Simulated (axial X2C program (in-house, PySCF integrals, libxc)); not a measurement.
Ionising BeO

Computed with an in-house all-electron X2C program for linear molecules (integrals from PySCF), spin-free (one-electron X2C) or two-component (2c: spin–orbit coupling with atomic mean-field Coulomb and Gaunt terms, which also bring small scalar terms), in Dyall basis sets with cores contracted in-house; open shells are unrestricted.

Basis sets: Be dyall-cv3z, O dyall-av3z.

```
Hamiltonian  level       BeO state  Re (Å)  ωe (cm⁻¹)  De (eV)
  spin-free     HF  M_S = 0, Λ = 0   1.292     1720.4     1.67
  spin-free   PBE0  M_S = 0, Λ = 0   1.318     1563.8     4.59
         2c     HF           Ω = 0   1.292     1720.2     1.67
         2c   PBE0           Ω = 0   1.318     1563.6     4.59
```

Adiabatic ionisation energy (minimum to minimum, no zero-point term) and constants of BeO⁺:

| Hamiltonian | level | BeO⁺ state | IE (eV) | Re (Å) | ωe (cm⁻¹) | De (eV) | fragments |
| --- | --- | --- | --- | --- | --- | --- | --- |
| spin-free | HF | M_S = 1/2, Λ = 1 | 7.78 | 1.401 | 1355.2 | 1.93 | O + Be+ |
| spin-free | PBE0 | M_S = 1/2, Λ = 1 | 9.88 | 1.415 | 1288.9 | 3.69 | O + Be+ |
| 2c | HF | Ω = 3/2 | 7.78 | 1.401 | 1355.1 | 1.94 | O + Be+ |
| 2c | PBE0 | Ω = 3/2 | 9.87 | 1.415 | 1288.9 | 3.69 | O + Be+ |

Q: Add the zero-point terms to the ionisation energy at PBE0, 2c, and say whether the electron removed was bonding.

A: IE0 = IE + (ωe⁺ − ωe)/2 = 9.87 + (-0.017) = 9.85 eV. Re changes by 0.097 Å, so the bond lengthens, as on loss of a bonding electron.

Q: Close the cycle De(BeO⁺) + IE(BeO) = De(BeO) + IE(Be) to find the atomic ionisation energy at PBE0, 2c.

A: IE(Be) = 3.69 + 9.87 − 4.59 = 8.97 eV, for the determinants used.

Each entry is the lowest single determinant of a limited PBE0 search at one distance. De goes to single-determinant-based atoms at the same level (for ions the charge split of lowest energy) and is withheld (n/a) where an atom does not fit its ground term or J level. Main or longest-lived isotopes. Some light 2c atoms are not at their ground J level, so De misses part of their lowering (0.04 eV or less). The functionals have no current term, which raises determinants with orbital currents.
